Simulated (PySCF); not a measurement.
Spin states and ions at one geometry of [Ir3]−

PySCF 2.14.0, UKS TPSS, Ir def2-SVP with ECP60; non-relativistic Hamiltonian with scalar-relativistic core potentials where named; density fitting; no spin-orbit coupling; singlets restricted, open shells unrestricted. The geometry is relaxed for charge -1, triplet, vacuum:

```xyz
3

Ir    1.3566    0.0101    0.0000
Ir   -0.6696    1.2322    0.0000
Ir   -0.6870   -1.2424    0.0000
```

Energies count from the relaxed state; an electron taken off or put on is at rest in vacuum. Charges and spins are Mulliken's.

Problem. Order these states by energy, lowest first.
A. charge -1, singlet, vacuum
B. charge -1, quintet, vacuum
C. charge -1, triplet, vacuum
D. charge 0, quartet, vacuum
E. charge 0, doublet, vacuum

Solution. B (-0.21 eV), C (0.00 eV), A (0.36 eV), D (1.37 eV), E (1.54 eV).

Problem. How do charge and spin on the first atom follow?

Solution. 
```json
{"state": "charge -1, triplet, vacuum", "spin squared": "2.30", "charge on Ir1 (e)": "-0.29", "spin on Ir1 (e)": "0.93", "dipole about the centre of mass (D)": "0.35"}
{"state": "charge -1, singlet, vacuum", "spin squared": "0.00", "charge on Ir1 (e)": "-0.32", "spin on Ir1 (e)": "0.00", "dipole about the centre of mass (D)": "0.14"}
{"state": "charge -1, quintet, vacuum", "spin squared": "6.31", "charge on Ir1 (e)": "-0.29", "spin on Ir1 (e)": "0.91", "dipole about the centre of mass (D)": "0.62"}
{"state": "charge 0, doublet, vacuum", "spin squared": "1.83", "charge on Ir1 (e)": "0.03", "spin on Ir1 (e)": "1.14", "dipole about the centre of mass (D)": "0.14"}
{"state": "charge 0, quartet, vacuum", "spin squared": "3.83", "charge on Ir1 (e)": "0.01", "spin on Ir1 (e)": "1.00", "dipole about the centre of mass (D)": "0.00"}
```

With an electron taken off (quartet, the lower of the two states computed) the charges change, summed by element, by Ir +1.00 e. The vertical ionisation energy is 1.37 eV, against −ε(HOMO) = -0.94 eV over both spins of the relaxed state. The level lies 2.3 eV too high, as is usual for semilocal functionals and global hybrids, which keep a self-interaction error.

Open shells may have lower solutions than those found. Spin squared well over S(S+1) tells of spin contamination.

The relaxed state isn't the lowest spin state tried at its geometry. No frequency check is given that shows the relaxed geometry to be a minimum. The relaxed state is spin-contaminated (spin squared 3.13 against 2.00).
